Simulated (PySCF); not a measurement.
Delta-SCF ions had no search for a lower state. Excitations are Tamm–Dancoff values on a coarser integration grid. The basis has no diffuse functions, so Rydberg states are missing or too high.

H₆GaN₃, SMILES `[Ga]([NH2])([NH2])[NH2]` (charge 0, multiplicity 1)

Calculation: PySCF with CAM-B3LYP-D3(BJ)/def2-TZVP.

```json
{
 "HOMO": "-8.11 eV",
 "dipole_moment": "0.32 D",
 "HOMO–LUMO gap": "9.16 eV",
 "LUMO": "1.05 eV",
 "S1 excitation (TDA)": "5.74 eV",
 "S1 oscillator strength": "0.002",
 "brightest of the four lowest singlets (TDA)": "6.67 eV",
 "T1 excitation (TDA)": "5.25 eV",
 "S1–T1 gap (TDA)": "0.49 eV",
 "vertical ionisation energy (Delta-SCF)": "9.04 eV",
 "total_energy": "-56950.97 eV",
 "cost": "very roughly 2.1 core-minutes"
}
```

```xyz
10

N     -1.5904    -0.8595     0.1833
Ga     0.0005     0.0013     0.0078
N      1.5490    -0.9490    -0.0319
N      0.0457     1.8179    -0.0869
H     -2.4728    -0.3911     0.0760
H     -1.6843    -1.8534     0.0693
H      2.4343    -0.5309    -0.2577
H      1.5704    -1.9462    -0.1534
H      0.9004     2.3320     0.0395
H     -0.7529     2.3790     0.1539
```
Charge 0, spin multiplicity 1.
